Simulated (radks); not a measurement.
Neutral praseodymium inside a hard spherical wall (all orbitals vanish at R), configuration held at [Xe] 4f3 6s2 and not refilled when levels cross. Method: scalar-relativistic Kohn-Sham, LDA (Slater exchange, VWN5 correlation), spin-unpolarised, spherical densities, point nucleus; computed with a radial shooting solver on a logarithmic mesh with Libxc functionals. Eigenvalues in eV, with the zero of energy where the potential of the charges vanishes at infinity; a dash marks a level that is unbound or too diffuse for the functional's potential to be trusted. A positive occupied level is held by the wall or, in an anion where self-interaction has pushed it up, behind a barrier. The pressure on the wall is -dE/dV.

| R (bohr) | E (hartree) | kinetic (hartree) | e(5s) | e(5p) | e(6s) | e(5d, empty) | e(4f) | e(6p, empty) | pressure (GPa) |
|---|---|---|---|---|---|---|---|---|---|
| free | -9230.6288 | 9801.718 | -39.140 | -21.543 | -3.589 | -2.154 | -1.438 | -1.288 | 0 |
| 20 | -9230.6288 | 9801.718 | -39.140 | -21.543 | -3.589 | -2.154 | -1.438 | -1.287 | < 0.0001 |
| 15 | -9230.6288 | 9801.719 | -39.136 | -21.539 | -3.586 | -2.151 | -1.433 | -1.270 | 0.000329 |
| 12 | -9230.6282 | 9801.725 | -39.089 | -21.492 | -3.550 | -2.109 | -1.387 | -1.166 | 0.00940 |
| 8 | -9230.6043 | 9801.873 | -38.295 | -20.718 | -2.792 | -1.396 | -0.598 | 0.231 | 0.805 |
| 5 | -9230.2377 | 9803.348 | -34.482 | -17.112 | 3.874 | 2.821 | 3.438 | 10.160 | 37.1 |
| 4 | -9229.4521 | 9806.343 | -30.263 | -13.031 | 15.073 | 8.500 | 8.363 | 24.959 | 208 |
